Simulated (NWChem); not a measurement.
System meant: C2H5BF2O; SMILES C[C@H](O)B(F)F

NWChem input:

```
start job
memory heap 200 mb stack 900 mb global 1100 mb
geometry units angstroms noautoz
  C     -1.195777    -1.354813     0.474350
  C     -0.076110    -0.742346    -0.367089
  O      1.164052    -1.370891    -0.157456
  B      0.069211     0.797992    -0.075193
  F     -0.973506     1.595161    -0.244797
  F      1.185982     1.355623     0.335123
  H     -0.945487    -1.313383     1.545711
  H     -1.349269    -2.414030     0.208165
  H     -2.150762    -0.831252     0.317380
  H     -0.386112    -0.807185    -1.435621
  H      1.064967    -2.306977    -0.360246
end
basis spherical
  * library def2-svp
end
dft
  xc b3lyp
  iterations 4
  mulliken
end
task dft energy
```

End of the output:

```
    Atom       Charge   Shell Charges
 -----------   ------   -------------------------------------------------------
    1 C    6     6.05   1.96  0.58  0.30  1.89  1.24  0.07
    2 C    6     6.01   1.96  0.59  0.29  1.90  1.12  0.14
    3 O    8     8.12   1.97  0.88  0.58  2.73  1.93  0.03
    4 B    5     5.13   1.96  0.51  0.21  1.35  0.58  0.53
    5 F    9     8.95   1.98  0.98  0.70  3.21  2.07  0.01
    6 F    9     8.93   1.98  0.98  0.70  3.22  2.05  0.01
    7 H    1     0.97   0.64  0.27  0.06
    8 H    1     0.98   0.64  0.27  0.06
    9 H    1     0.97   0.64  0.27  0.07
   10 H    1     0.97   0.64  0.26  0.07
   11 H    1     0.93   0.57  0.18  0.18

 center of mass
 --------------
 x =   0.08093259 y =   0.22792732 z =  -0.00356691

 moments of inertia (a.u.)
 ------------------
         625.057591994055          -0.000000000000           0.000000000000
          -0.000000000000         374.851648380451          -0.000000000000
           0.000000000000          -0.000000000000         908.509940362628

     Multipole analysis of the density
     ---------------------------------

     L   x y z        total         alpha         beta         nuclear
     -   - - -        -----         -----         ----         -------
     0   0 0 0     -0.000000    -24.000000    -24.000000     48.000000

     1   1 0 0     -0.550573     -0.275287     -0.275287      0.000000
     1   0 1 0     -0.868708     -0.434354     -0.434354     -0.000000
     1   0 0 1     -0.257677     -0.128838     -0.128838     -0.000000

     2   2 0 0    -28.016301   -102.000653   -102.000653    175.985005
     2   1 1 0      0.324458     -3.839885     -3.839885      8.004229
     2   1 0 1     -0.771261      2.151991      2.151991     -5.075242
     2   0 2 0    -23.532594   -165.669833   -165.669833    307.807071
     2   0 1 1      0.693177      1.040513      1.040513     -1.387850
     2   0 0 2    -24.124904    -27.523688    -27.523688     30.922472

 ------------------------------------------------------------------------
 dft energy failed                                                                                  0
 ------------------------------------------------------------------------
 ------------------------------------------------------------------------
  current input line :
    24: task dft energy
 ------------------------------------------------------------------------
 ------------------------------------------------------------------------
 This type of error is most commonly associated with calculations not reaching convergence criteria
 ------------------------------------------------------------------------
 For more information see the NWChem manual at https://nwchemgit.github.io

0:dft energy failed:Received an Error in Communication
```

Can this run be used? If not, why, and what is the fix?

The run did not converge; its last values are not results. Cause: the SCF was allowed too few iterations. This input runs:
```
start job
memory heap 200 mb stack 900 mb global 1100 mb
geometry units angstroms noautoz
  C     -1.195777    -1.354813     0.474350
  C     -0.076110    -0.742346    -0.367089
  O      1.164052    -1.370891    -0.157456
  B      0.069211     0.797992    -0.075193
  F     -0.973506     1.595161    -0.244797
  F      1.185982     1.355623     0.335123
  H     -0.945487    -1.313383     1.545711
  H     -1.349269    -2.414030     0.208165
  H     -2.150762    -0.831252     0.317380
  H     -0.386112    -0.807185    -1.435621
  H      1.064967    -2.306977    -0.360246
end
basis spherical
  * library def2-svp
end
dft
  xc b3lyp
  iterations 150
  mulliken
end
task dft energy
```
It converges to -378.81696 Ha (B3LYP/def2-SVP).
